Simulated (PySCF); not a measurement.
**N²⁺: ionisation energy**

N²⁺ [He] 2s2 2p1 (2P) → N³⁺ [He] 2s2 (1S), as a difference of total energies. Calculation: PySCF 2.14, in x2c-QZVPPall (7s4p3d2f1g, 57 functions); the spin-free X2C one-electron Hamiltonian (Gaussian nucleus). Correlated levels: valence: 1s2 frozen; valence and next inner shell: nothing frozen. The calculations carry no spin-orbit coupling.

```
                                method  ionisation energy (eV)
                                   UHF                  47.298
                                   LDA                  47.870
                                   PBE                  48.024
                                  PBE0                  48.007
                                r2SCAN                  48.231
                               LC-wPBE                  48.179
                                B2PLYP                  47.957
                                 B3LYP                  48.296
                                 B97-3                  48.027
                         MP2 (valence)                  47.527
                     SCS-MP2 (valence)                  47.480
    MP2 (valence and next inner shell)                  47.567
SCS-MP2 (valence and next inner shell)                  47.510
```

A first-order spin-orbit estimate (lowest level to lowest level, LS coupling) adds 0.015 eV.

Errors of the correlated levels include the incompleteness of this basis and the frozen core.

Problem. Which method comes closest to the reference value, and which is furthest?

Solution. The reference is 47.445 eV (semi-empirical (NIST evaluation); NIST Atomic Spectra Database, ionization energies). Closest: SCS-MP2 (valence) (error 0.050 eV); furthest: B3LYP (error 0.866 eV), both after the spin-orbit estimate.
